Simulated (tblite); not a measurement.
C6H12N (charge +1).
Z-matrix (Å and degrees, GFN2-xTB geometry), rows numbered from 1:
```
C 
C   1  1.3182
C   2  1.5124  1  123.49
N   3  1.4507  2  110.19  1  -129.28
C   4  1.2671  3  121.65  2  -100.73
C   4  1.4503  3  114.24  2    75.93
C   6  1.5168  4  115.45  3  -172.60
H   1  1.0757  2  121.14  3  -177.34
H   1  1.0775  2  122.53  3     1.33
H   2  1.0811  1  121.49  3   177.59
H   3  1.0918  2  109.62  1    -8.90
H   3  1.0934  2  109.22  1   110.49
H   5  1.0811  4  120.55  3    -3.41
H   5  1.0792  4  121.45  3   176.85
H   6  1.0955  4  106.70  3   -49.59
H   6  1.0954  4  107.20  3    64.81
H   7  1.0874  6  111.83  4   -63.41
H   7  1.0866  6  108.40  4   178.37
H   7  1.0874  6  111.68  4    59.98
```

Calculated harmonic vibrations of the isolated species, GFN2-xTB (tblite), most abundant isotopes, no scaling. Against measured fundamentals such values can be off by several per cent, at times by over 20. One conformer, not necessarily the lowest.

Harmonic wavenumbers (cm⁻¹): 49.8, 58.8, 81.3, 219.5, 298.6, 308.6, 383.7, 429.3, 494.5, 526.3, 617.0, 673.5, 815.5, 834.6, 905.1, 917.2, 955.1, 964.8, 973.4, 1020.6, 1049.2, 1085.3, 1111.2, 1115.9, 1145.6, 1215.1, 1239.5, 1261.7, 1283.1, 1311.3, 1357.9, 1389.8, 1410.2, 1420.9, 1439.0, 1482.1, 1489.2, 1693.6, 1716.5, 2948.3, 2969.0, 2979.4, 2999.2, 3048.3, 3053.1, 3072.1, 3075.5, 3077.5, 3111.3, 3117.3, 3147.7.

A = 4643, B = 1585, C = 1317 MHz; mass 98.097 u (most abundant isotopes); point group C1, symmetry number 1.

Question: What is the zero-point energy?

Answer: ½Σν̃ = 36672 cm⁻¹ = 104.85 kcal/mol.

Question: Entropy at 350 K, 1 bar (ideal gas, RRHO, classical rotation)?

Answer: Translation 40.48, rotation 28.37, vibration 27.93: S = 96.8 cal/(mol K).

Question: And Cp and H(350 K) − H(0)?

Answer: Cp = 38.22 cal/(mol K), of which vibrations give 30.27 (their classical limit is 51 R = 101.3); H(350 K) − H(0) = 7.83 kcal/mol without the zero-point energy, 5.04 from vibrations.

Question: Blend soft modes into free rotors: weight 1/[1 + (100 cm⁻¹/ν̃)⁴] for the oscillator and the rest for a rotor with moment μB/(μ + B), μ = h/(8π²ν), B = 10⁻⁴⁴ kg m². What vibrational entropy results?

Answer: 24.79 cal/(mol K) in place of 27.93, which changes −T·S at 350 K by +1.10 kcal/mol.

Question: What must be added to the electronic energy to get the Gibbs energy at 350 K and 1 bar?

Answer: ZPE + [H(350 K) − H(0)] − T·S = 104.85 + 7.83 − 33.88 = 78.80 kcal/mol.

Hindered rotation and anharmonicity are outside this model. Other conformers, if any are populated, would add a mixing term that is left out. The structure is chiral; the term R ln 2 for an equal mix with its mirror image is left out.
